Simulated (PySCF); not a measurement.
Computed IR spectrum (relative IR intensity) of a molecule C₂H₇NOSi₂. Geometry: B3LYP-D3(BJ)/def2-SVP. One conformer was computed; it need not be the lowest. Method: B3LYP-D3(BJ)/def2-SVP (PySCF). Frequencies are harmonic and unscaled.

```
ν (cm⁻¹)  relative intensity
--------  ------------------
139                      2.5
281                      2.9
430                      9.8
470                       22
481                       11
548                       10
581                      9.8
672                      2.5
701                       30
776                       59
810                      9.1
835                       13
897                       67
945                       60
997                       54
1025                      91
1062                      55
1118                     2.1
2206                      47
2216                     8.1
2219                     100
2228                      51
3054                     6.3
3687                      55
```

### Question
Pick the molecule that these values belong to.
(A) C#C[Si@H](O)[SiH2]N
(B) N[Si@H]1OC=C1[SiH3]
(C) C=CN1[SiH2]O[SiH2]1
(D) O[SiH2]C1=NC[SiH2]1

### Answer
D, O[SiH2]C1=NC[SiH2]1
